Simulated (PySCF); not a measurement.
SMILES FC(F)(F)Br (CBrF₃), B3LYP/def2-SVP optimised geometry.

```
5

F      0.88    -0.33     0.00
C     -0.45    -0.33     0.00
F     -0.88    -0.93    -1.10
F     -0.88     0.93     0.00
Br    -1.12    -1.26     1.58
```

Density from PySCF with B3LYP/def2-TZVP at that geometry.

Minimum of the electron density along straight lines between bonded atoms, close to the bond critical point (lines longer than 1.1 times the sum of covalent radii, or with two minima, are not listed):

```
bond    length / Å  ρ at the minimum / e bohr⁻³  ∇²ρ there / e bohr⁻⁵  position (fraction from the first atom)
------  ----------  ---------------------------  --------------------  ---------------------------------------
F1–C2        1.325                        0.300                 -0.55                                     0.66
C2–F3        1.325                        0.300                 -0.55                                     0.34
C2–F4        1.325                        0.300                 -0.55                                     0.34
C2–Br5       1.950                        0.161                 -0.16                                     0.47
```
